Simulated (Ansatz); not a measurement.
`C[O][Mo](=[O])([OH])([F])[F]`. Total charge 0; spin multiplicity 1. Mo: def2 effective core potential. Geometry: relaxed with PBE0-D4/def2-TZVP. It is one conformer, not always the lowest.

```xyz
11

C    -1.063    0.642    1.360
O     0.222    0.569    0.810
Mo    1.046   -0.342   -0.544
O     2.334    0.634   -0.898
O    -0.492    0.158   -1.537
F     1.169   -1.630   -1.895
F     1.558   -1.720    0.586
H    -1.262   -0.244    1.970
H    -1.790    0.695    0.543
H    -1.130    1.537    1.981
H    -0.592   -0.301   -2.377
```

What is the dipole moment at r2SCAN/def2-TZVPP? (Best estimate.)

The calculation gave: 3.67 D, with components (-3.36, 0.88, 1.19) D in this frame, pointing from negative to positive charge.

And with PBE, B3LYP, ωB97M-V? (Estimate.)

The calculation gave: PBE 3.60 D, B3LYP 3.67 D, ωB97M-V 3.49 D.

Give the Mulliken charges with r2SCAN, PBE, ωB97M-V in def2-TZVPP. (Estimate.)

Computed: 
```tsv
atom	r2SCAN	PBE	ωB97M-V
C1	0.02	-0.11	-0.15
O2	-0.40	-0.33	-0.40
Mo3	1.65	1.43	1.64
O4	-0.48	-0.43	-0.45
O5	-0.50	-0.44	-0.47
F6	-0.40	-0.36	-0.40
F7	-0.38	-0.34	-0.38
H8	0.08	0.12	0.14
H9	0.10	0.12	0.15
H10	0.08	0.12	0.13
H11	0.23	0.21	0.21
```

B3LYP here is the variant with VWN-RPA as its local correlation; programs differ in this.
